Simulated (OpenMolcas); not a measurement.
Au3+ (d8) among equal point charges was computed by CASSCF with the d shell active (OpenMolcas, ANO-RCC-VDZP on the metal). Its lowest spin-free states, and all those of the highest spin:

| 2S+1 | Degeneracy | E (cm-1) |
| --- | --- | --- |
| 3 | 3 | 0.0 |
| 3 | 3 | 5674 |
| 3 | 1 | 12360 |
| 1 | 3 | 13616 |
| 1 | 2 | 14307 |
| 3 | 3 | 18526 |
| 1 | 3 | 21967 |
| 1 | 3 | 24140 |
| 1 | 1 | 24162 |
| 1 | 2 | 27669 |
| 1 | 1 | 52159 |

**Question.** Is the site octahedral, tetrahedral or cube-like, axial, or of lower symmetry?

**Answer.** The states with 2S+1 = 3 have orbital degeneracies 3, 3, 1, 3. Threefold states need a cubic site. For d8 at this spin an octahedron puts the single A2 below the threefold T2 and a tetrahedron or cube puts the threefold T1 below the threefold T2, so the site is a tetrahedron or a cube, which this pattern cannot tell apart. The run had Au3+ among 8 point charges of -1 e arranged as a cube (Oh), 1.84 Å from the ion.

Without dynamic correlation the repulsion within the d shell is too large (B by tens of per cent), so at a given field states of lower spin stand too high. Real 4d8 and 5d8 ions are as a rule square planar and diamagnetic. This is an electrostatic model: the charges have no orbitals. No measured value stands beside these numbers.
